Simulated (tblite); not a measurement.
Compound: C₆H₁₃PS.
Cartesian coordinates in Å at the GFN2-xTB level; atoms count from 1:
```
atom  x, y, z in Å
C1    -1.603    1.759   -0.184
C2    -1.736    0.441   -0.241
C3    -3.047   -0.234    0.029
P4    -0.405   -0.683   -0.828
C5    -0.452   -1.935    0.535
C6     1.078    0.273   -0.224
S7     2.550   -0.802   -0.246
C8     3.812    0.475    0.018
H9    -0.678    2.264   -0.404
H10   -2.431    2.394    0.091
H11   -3.017   -0.760    0.984
H12   -3.855    0.493    0.064
H13   -3.261   -0.965   -0.750
H14   -1.335   -2.561    0.423
H15   -0.453   -1.458    1.514
H16    0.432   -2.564    0.438
H17    0.927    0.650    0.791
H18    1.274    1.099   -0.910
H19    4.769   -0.033    0.065
H20    3.619    0.990    0.956
H21    3.802    1.174   -0.813
```

Computed values, GFN2-xTB/tblite, gas phase, harmonic and unscaled. Against measured fundamentals such values can be off by several per cent, at times by over 20. One conformer, not necessarily the lowest.

Harmonic wavenumbers (cm⁻¹): 28.3, 38.6, 83.5, 96.2, 147.4, 155.6, 192.2, 207.6, 217.8, 243.9, 272.3, 316.2, 379.7, 453.0, 628.0, 673.1, 695.4, 729.0, 734.1, 756.9, 772.1, 879.5, 885.9, 896.5, 943.6, 945.5, 947.9, 1002.8, 1033.9, 1056.3, 1143.7, 1190.9, 1311.7, 1318.2, 1391.8, 1399.9, 1418.1, 1438.3, 1450.0, 1450.6, 1452.6, 1476.6, 1484.2, 1678.6, 2913.1, 2950.8, 2984.3, 2998.4, 3009.1, 3013.2, 3018.5, 3019.9, 3021.1, 3026.9, 3065.0, 3079.0, 3122.0.

A = 2917, B = 726.5, C = 622.3 MHz; mass 148.048 u (most abundant isotopes); point group C1, symmetry number 1.

Task: What is the zero-point energy?

Result: ½Σν̃ = 37620 cm⁻¹ = 107.56 kcal/mol.

Task: Entropy at 298.15 K, 1 bar (ideal gas, RRHO, classical rotation)?

Result: Translation 40.91, rotation 29.88, vibration 40.08: S = 110.9 cal/(mol K).

Task: And Cp and H(298.15 K) − H(0)?

Result: Cp = 44.31 cal/(mol K), of which vibrations give 36.36 (their classical limit is 57 R = 113.3); H(298.15 K) − H(0) = 8.28 kcal/mol without the zero-point energy, 5.91 from vibrations.

Task: How do the functions run with temperature in this model?

Result: 
```tsv
T (K)	S (cal/(mol K))	Cp (cal/(mol K))	H − H(0) (kcal/mol)	G − H(0) (kcal/mol)	ln q(vib)
100	75.9	23.3	1.56	-6.02	3.06
200	95.4	33.9	4.44	-14.64	6.81
300	111.1	44.5	8.36	-24.98	10.26
500	138.5	63.3	19.24	-50.02	16.65
800	172.6	81.8	41.23	-96.88	25.37
1000	191.8	90.1	58.46	-133.37	30.65
```

q(vib) and H(0) count from the zero-point level.

Task: Which modes carry the vibrational entropy at 298.15 K?

Result: 28.3 cm⁻¹: 5.95; 38.6 cm⁻¹: 5.33; 83.5 cm⁻¹: 3.81; 96.2 cm⁻¹: 3.53; 147.4 cm⁻¹: 2.71; 155.6 cm⁻¹: 2.60 cal/(mol K); the other 51 give 16.16 together.

Task: What must be added to the electronic energy to get the Gibbs energy at 298.15 K and 1 bar?

Result: ZPE + [H(298.15 K) − H(0)] − T·S = 107.56 + 8.28 − 33.06 = 82.78 kcal/mol.

Task: Blend soft modes into free rotors: weight 1/[1 + (100 cm⁻¹/ν̃)⁴] for the oscillator and the rest for a rotor with moment μB/(μ + B), μ = h/(8π²ν), B = 10⁻⁴⁴ kg m². What vibrational entropy results?

Result: 35.86 cal/(mol K) in place of 40.08, which changes −T·S at 298.15 K by +1.26 kcal/mol.

Hindered rotation and anharmonicity are outside this model. Other conformers, if any are populated, would add a mixing term that is left out. The structure is chiral; the term R ln 2 for an equal mix with its mirror image is left out.

Hardware: x86-64 server, one thread, no GPU, shared host. This covers the Hessian and the dipole derivatives.
